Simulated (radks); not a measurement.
Values are calculated unless marked as measured or tabulated.
All-electron atom: the mercury ion Hg58+ in [Ar] 3d4.

Level of theory: scalar-relativistic Kohn-Sham, LB94 model potential, spin-polarised, spherical densities, finite nucleus; open shells are filled with parallel spins first (spin-orbit coupling, left out, can overturn this in heavy ions); Fermi nuclear charge, rms radius 5.4648 fm (a radial shooting solver on a logarithmic mesh with Libxc functionals).

Energy parts (hartree):
part                   energy
kinetic            18700.5239
electron-nucleus  -36954.2040
Hartree             2136.5554
(The LB94 potential has no energy functional, so no total or exchange-correlation energy is given.)

Orbitals (lengths in bohr, moments of r in powers of bohr; <r^-3> diverges for s and p1/2; r(max) is where P^2 peaks; r(90%) holds 90 % of the orbital's charge):
\begin{tabular}{lrrrrr}
orbital & occ. & eigenvalue (hartree) & <r^-3> & r(90%) & r(max) \\ \hline
1s up & 1 & -3214.766 & - & 0.0303 & 0.01022 \\
1s down & 1 & -3214.792 & - & 0.0303 & 0.01022 \\
2s up & 1 & -690.5140 & - & 0.108 & 0.05896 \\
2s down & 1 & -690.4853 & - & 0.108 & 0.05895 \\
2p up & 3 & -616.5131 & 27230 & 0.102 & 0.04886 \\
2p down & 3 & -616.5176 & 27260 & 0.102 & 0.04886 \\
3s up & 1 & -260.9449 & - & 0.252 & 0.1621 \\
3s down & 1 & -259.9489 & - & 0.252 & 0.1622 \\
3p up & 3 & -239.3402 & 7038 & 0.255 & 0.1605 \\
3p down & 3 & -238.3529 & 7008 & 0.256 & 0.1606 \\
3d up & 4 & -219.5675 & 890.5 & 0.234 & 0.1284 \\
3d down & 0 & -218.6079 & 893.2 & 0.234 & 0.1282 \\
\end{tabular}

The highest occupied level is 3d up at -5974.7 eV. The density falls to 0.001 e/bohr^3 at r = 0.56 bohr. Spin moment in Bohr magnetons: 4. Summed over all electrons, <r^2> = 0.4225 bohr^2, which gives a Langevin (diamagnetic) susceptibility term of -0.335 x 10^-6 cm^3/mol.
